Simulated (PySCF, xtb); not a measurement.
CH3BrZn, SMILES [Zn]([CH3])[Br].

GFN2-xTB (xtb) at its own geometry gives an orbital gap of 5.08 eV and a dipole moment of 5.71 D.

Geometry optimised at B3LYP-D3(BJ)/def2-SVP. The structure was generated by enumeration; whether it is a known compound was not checked.

Problem. What does PBE/def2-TZVPD run with PySCF give? (An estimate is asked for; the answer gives what the named calculation found.)

Solution. gap 5.37 eV (levels -6.92 and -1.55 eV), dipole 2.42 D.
